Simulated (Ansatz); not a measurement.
Relaxation of Cs₄F₃ with UKS PBE-D4/def2-SVP.

```sh
$ ansatz run in.yaml --threads 4 --pin off --events-out ev --progress --plain --max-ram 4787MiB
```

```yaml
crystal:
  periodic: [false, false, false]
  atoms:
    - {symbol: Cs, position_ang: [-1.162910, 1.931580, -0.902720]}
    - {symbol: Cs, position_ang: [-1.356520, -2.008940, 0.771060]}
    - {symbol: Cs, position_ang: [1.109420, -1.102080, -2.551860]}
    - {symbol: Cs, position_ang: [1.632070, 0.597390, 1.939450]}
    - {symbol: F, position_ang: [0.570410, -1.688890, 2.183630]}
    - {symbol: F, position_ang: [0.324600, 2.454620, 0.949800]}
    - {symbol: F, position_ang: [-1.117070, -0.183670, -2.389360]}
basis:
  gaussian: {orbitals: def2-SVP}
magnetization: {spin_polarized: true, initial_magnetization: 1}
hamiltonian: {xc: pbe, dispersion: d4}
scf: {lower_state_search: "off"}
output: {orbitals: {seedname: orbitals}}
relax: {f_tol: 0.02, max_steps: 100}
```

Run time 91 s (4 threads of Arm Neoverse V2 on a shared host).

Positions (Å) and forces (eV/Å) at steps 1, 2, 3, 4, 5, 6, 7, 10, 11, 12, 13, 14, 15, 16, 19, 20, 21, 22, 23, 24, 25, 26 of 26:

```xyz
7
step=1 energy=-10336.8655 eV
Cs   -1.163    1.932   -0.903   -1.144    0.772   -0.764
Cs   -1.357   -2.009    0.771   -1.085   -0.399   -0.670
Cs    1.109   -1.102   -2.552    1.250   -0.614   -0.440
Cs    1.632    0.597    1.939    1.319    0.088    0.701
F     0.570   -1.689    2.184    0.386   -0.359    0.530
F     0.325    2.455    0.950    0.169    0.678    0.467
F    -1.117   -0.184   -2.389   -0.896   -0.166    0.177
7
step=2 energy=-10337.5434 eV
Cs   -1.299    2.053   -0.975   -0.292    0.430   -0.157
Cs   -1.466   -2.063    0.711   -0.148   -0.097   -0.164
Cs    1.225   -1.168   -2.614    0.197   -0.130   -0.243
Cs    1.800    0.619    2.034    0.379    0.066    0.276
F     0.584   -1.729    2.219   -0.117    0.073   -0.115
F     0.334    2.516    0.988   -0.043   -0.125   -0.015
F    -1.178   -0.228   -2.363    0.022   -0.217    0.417
7
step=3 energy=-10337.8014 eV
Cs   -1.377    2.160   -1.017   -0.049    0.199   -0.055
Cs   -1.505   -2.070    0.629   -0.020    0.027   -0.179
Cs    1.269   -1.209   -2.663    0.064   -0.039   -0.157
Cs    1.894    0.640    2.103    0.110    0.020    0.132
F     0.552   -1.675    2.153   -0.089    0.148   -0.156
F     0.317    2.440    0.973   -0.074   -0.193   -0.084
F    -1.151   -0.285   -2.179    0.058   -0.161    0.499
7
step=4 energy=-10337.9709 eV
Cs   -1.400    2.217   -1.044    0.043    0.069   -0.024
Cs   -1.515   -2.052    0.550   -0.020    0.059   -0.175
Cs    1.285   -1.222   -2.703    0.025    0.002   -0.113
Cs    1.933    0.652    2.143    0.001   -0.008    0.062
F     0.524   -1.625    2.092   -0.024    0.155   -0.126
F     0.300    2.375    0.956   -0.071   -0.161   -0.081
F    -1.127   -0.345   -1.994    0.046   -0.116    0.457
7
step=5 energy=-10338.0922 eV
Cs   -1.339    2.222   -1.078    0.038    0.061   -0.014
Cs   -1.541   -2.070    0.509   -0.002    0.036   -0.096
Cs    1.258   -1.217   -2.825   -0.001    0.010   -0.063
Cs    1.918    0.682    2.221   -0.011    0.011    0.021
F     0.511   -1.558    2.016   -0.027    0.080   -0.087
F     0.288    2.352    0.966   -0.043   -0.108   -0.046
F    -1.094   -0.412   -1.809    0.047   -0.090    0.284
7
step=6 energy=-10338.1451 eV
Cs   -1.250    2.241   -1.135    0.012    0.032   -0.027
Cs   -1.533   -2.090    0.504    0.019    0.015   -0.003
Cs    1.173   -1.232   -3.006   -0.001    0.008   -0.031
Cs    1.886    0.728    2.327   -0.025   -0.016   -0.007
F     0.513   -1.502    1.995   -0.018    0.025   -0.042
F     0.238    2.293    0.992   -0.011   -0.024    0.002
F    -1.026   -0.438   -1.677    0.023   -0.040    0.109
7
step=7 energy=-10338.1599 eV
Cs   -1.133    2.262   -1.204    0.005    0.030    0.002
Cs   -1.514   -2.098    0.526    0.010   -0.006    0.045
Cs    1.075   -1.257   -3.179   -0.004    0.002   -0.012
Cs    1.843    0.750    2.351   -0.016    0.005   -0.003
F     0.522   -1.494    2.014   -0.010   -0.019   -0.010
F     0.131    2.282    1.062   -0.001    0.002    0.002
F    -0.925   -0.444   -1.570    0.016   -0.014   -0.024
7
step=10 energy=-10338.1722 eV
Cs   -0.890    2.303   -1.325    0.040   -0.070    0.122
Cs   -1.463   -1.864    0.660    0.016    0.062   -0.030
Cs    0.901   -1.361   -3.467   -0.042    0.021    0.052
Cs    1.743    0.822    2.505   -0.032   -0.047   -0.023
F     0.714   -1.562    2.031    0.035    0.066    0.028
F    -0.170    2.108    1.211   -0.039   -0.052   -0.113
F    -0.836   -0.446   -1.616    0.022    0.020   -0.036
7
step=11 energy=-10338.2042 eV
Cs   -0.839    2.302   -1.343    0.034   -0.063    0.107
Cs   -1.442   -1.698    0.708    0.029    0.122   -0.004
Cs    0.877   -1.382   -3.523   -0.044    0.027    0.059
Cs    1.737    0.838    2.544   -0.016   -0.057   -0.019
F     0.778   -1.567    2.054    0.036    0.067    0.024
F    -0.276    1.944    1.226   -0.070   -0.111   -0.118
F    -0.835   -0.436   -1.666    0.030    0.015   -0.048
7
step=12 energy=-10338.2681 eV
Cs   -0.808    2.295   -1.341    0.017   -0.009    0.024
Cs   -1.424   -1.543    0.745    0.016    0.182    0.034
Cs    0.868   -1.386   -3.531   -0.018    0.016    0.038
Cs    1.743    0.843    2.547    0.017   -0.031   -0.005
F     0.819   -1.558    2.070    0.051    0.021    0.027
F    -0.361    1.769    1.212   -0.100   -0.179   -0.052
F    -0.836   -0.420   -1.702    0.017    0.000   -0.065
7
step=13 energy=-10338.3468 eV
Cs   -0.760    2.307   -1.358    0.016   -0.064    0.078
Cs   -1.408   -1.379    0.804    0.014    0.192    0.024
Cs    0.854   -1.402   -3.567   -0.036    0.030    0.072
Cs    1.733    0.857    2.559   -0.001   -0.074   -0.022
F     0.876   -1.573    2.074    0.066    0.070    0.035
F    -0.466    1.600    1.219   -0.092   -0.170   -0.097
F    -0.829   -0.410   -1.730    0.033    0.016   -0.091
7
step=14 energy=-10338.3837 eV
Cs   -0.752    2.286   -1.341    0.008    0.034   -0.018
Cs   -1.395   -1.194    0.845   -0.109   -0.196    0.003
Cs    0.871   -1.399   -3.547   -0.003    0.009    0.047
Cs    1.741    0.847    2.543    0.061    0.007    0.009
F     0.920   -1.562    2.080    0.022    0.002    0.007
F    -0.544    1.417    1.199    0.014    0.135    0.011
F    -0.841   -0.397   -1.780    0.006    0.010   -0.059
7
step=15 energy=-10338.3766 eV rejected
Cs   -0.724    2.345   -1.326   -0.015   -0.082    0.049
Cs   -1.491   -1.330    0.833    0.192    0.151    0.001
Cs    0.936   -1.381   -3.364    0.000    0.009    0.042
Cs    1.827    0.878    2.456   -0.133   -0.106   -0.089
F     0.900   -1.509    2.022   -0.011   -0.044   -0.016
F    -0.530    1.337    1.156   -0.021    0.111    0.033
F    -0.918   -0.340   -1.777   -0.012   -0.039   -0.020
7
step=16 energy=-10338.3962 eV
Cs   -0.745    2.304   -1.334   -0.008    0.016   -0.008
Cs   -1.412   -1.253    0.838   -0.012    0.012   -0.006
Cs    0.911   -1.400   -3.460    0.004    0.005    0.032
Cs    1.763    0.839    2.487    0.031    0.014    0.001
F     0.924   -1.575    2.059   -0.016    0.006   -0.025
F    -0.553    1.462    1.207   -0.003   -0.047   -0.006
F    -0.888   -0.378   -1.796    0.005   -0.006    0.012
7
step=19 energy=-10338.4287 eV
Cs   -0.838    2.338   -1.312   -0.008    0.003   -0.002
Cs   -1.533   -1.208    0.868    0.006    0.008    0.007
Cs    1.122   -1.383   -3.073   -0.012    0.010    0.069
Cs    1.858    0.774    2.253    0.003    0.007   -0.012
F     0.921   -1.610    1.812   -0.015   -0.010   -0.057
F    -0.576    1.443    1.207    0.004   -0.003    0.007
F    -0.954   -0.354   -1.755    0.021   -0.013   -0.012
7
step=20 energy=-10338.4505 eV
Cs   -0.876    2.347   -1.301   -0.005    0.002   -0.005
Cs   -1.581   -1.186    0.881    0.029    0.009    0.011
Cs    1.205   -1.381   -2.897   -0.041    0.017    0.105
Cs    1.889    0.747    2.160   -0.005    0.013   -0.010
F     0.925   -1.625    1.681   -0.026   -0.013   -0.089
F    -0.584    1.447    1.213    0.005   -0.008    0.010
F    -0.978   -0.348   -1.737    0.043   -0.021   -0.022
7
step=21 energy=-10338.4859 eV
Cs   -0.901    2.357   -1.294   -0.006    0.005   -0.010
Cs   -1.615   -1.168    0.893    0.025    0.010    0.008
Cs    1.271   -1.387   -2.710   -0.064    0.015    0.156
Cs    1.905    0.725    2.083    0.001    0.026    0.000
F     0.938   -1.638    1.529   -0.023   -0.013   -0.146
F    -0.595    1.450    1.218    0.007   -0.016    0.017
F    -1.004   -0.339   -1.720    0.060   -0.027   -0.026
7
step=22 energy=-10338.5501 eV
Cs   -0.917    2.364   -1.285   -0.006    0.014   -0.017
Cs   -1.637   -1.154    0.899    0.006    0.010    0.005
Cs    1.315   -1.403   -2.521   -0.073    0.003    0.242
Cs    1.913    0.711    2.033    0.008    0.040    0.009
F     0.958   -1.637    1.355   -0.001   -0.015   -0.242
F    -0.603    1.451    1.227    0.007   -0.025    0.025
F    -1.028   -0.332   -1.709    0.060   -0.027   -0.022
7
step=23 energy=-10338.6593 eV
Cs   -0.927    2.370   -1.279   -0.006    0.023   -0.022
Cs   -1.649   -1.143    0.903   -0.025    0.012    0.000
Cs    1.340   -1.426   -2.329   -0.071   -0.017    0.341
Cs    1.916    0.700    2.002    0.016    0.059    0.017
F     0.983   -1.625    1.168    0.032   -0.022   -0.356
F    -0.611    1.449    1.236    0.008   -0.035    0.032
F    -1.052   -0.326   -1.701    0.045   -0.021   -0.012
7
step=24 energy=-10338.8020 eV
Cs   -0.935    2.376   -1.275   -0.005    0.029   -0.024
Cs   -1.656   -1.134    0.905   -0.055    0.016   -0.004
Cs    1.353   -1.451   -2.135   -0.050   -0.036    0.350
Cs    1.917    0.691    1.978    0.025    0.082    0.031
F     1.010   -1.606    0.978    0.054   -0.034   -0.393
F    -0.617    1.445    1.244    0.009   -0.047    0.036
F    -1.073   -0.321   -1.696    0.022   -0.010    0.004
7
step=25 energy=-10338.8845 eV
Cs   -0.963    2.375   -1.237    0.005    0.020   -0.044
Cs   -1.693   -1.110    0.901   -0.022   -0.007    0.000
Cs    1.401   -1.484   -1.987   -0.065   -0.038    0.163
Cs    1.940    0.698    1.881    0.019    0.089    0.085
F     1.000   -1.598    0.840    0.046   -0.035   -0.230
F    -0.635    1.444    1.291    0.011   -0.055   -0.002
F    -1.050   -0.326   -1.690    0.007    0.026    0.028
7
step=26 energy=-10338.9076 eV
Cs   -0.926    2.383   -1.252    0.002    0.004   -0.001
Cs   -1.671   -1.130    0.905    0.000    0.011   -0.008
Cs    1.344   -1.546   -1.971   -0.006    0.002   -0.001
Cs    1.915    0.739    1.959    0.005    0.001    0.001
F     1.059   -1.559    0.747   -0.001    0.009    0.001
F    -0.644    1.422    1.289   -0.003   -0.017    0.000
F    -1.078   -0.309   -1.678    0.003   -0.010    0.007
```

In the def2 sets Cs takes a core potential; there is no spin–orbit coupling. The structure comes from a short search, and lower isomers may exist.
